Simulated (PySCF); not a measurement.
Computed IR spectrum (relative IR intensity) of a molecule C4H4ClF. Coordinates come from a PBE-D3(BJ)/def2-SVP optimisation. Other conformers were not sampled. Level of theory: PBE-D3(BJ)/def2-SVP (PySCF). Frequencies are harmonic and unscaled.

Lines under 2 % of the strongest are left out, and lines within 2 cm⁻¹ are merged.

```json
[
 {"ν (cm⁻¹)": "322", "relative intensity": "8.2"},
 {"ν (cm⁻¹)": "379", "relative intensity": "2.5"},
 {"ν (cm⁻¹)": "627", "relative intensity": "18"},
 {"ν (cm⁻¹)": "758", "relative intensity": "5.4"},
 {"ν (cm⁻¹)": "775", "relative intensity": "12"},
 {"ν (cm⁻¹)": "828", "relative intensity": "37"},
 {"ν (cm⁻¹)": "888", "relative intensity": "3.4"},
 {"ν (cm⁻¹)": "1039", "relative intensity": "31"},
 {"ν (cm⁻¹)": "1203", "relative intensity": "70"},
 {"ν (cm⁻¹)": "1255", "relative intensity": "45"},
 {"ν (cm⁻¹)": "1325", "relative intensity": "3.2"},
 {"ν (cm⁻¹)": "1390", "relative intensity": "34"},
 {"ν (cm⁻¹)": "1600", "relative intensity": "4.9"},
 {"ν (cm⁻¹)": "1691", "relative intensity": "100"},
 {"ν (cm⁻¹)": "3127", "relative intensity": "6.6"}
]
```

Problem. Which molecule gave these data?
A) FC=C=CCCl
B) C=C(Cl)/C=C\F
C) C=C/C=C(\F)Cl
D) CC(F)=C=CCl

Solution. B, C=C(Cl)/C=C\F
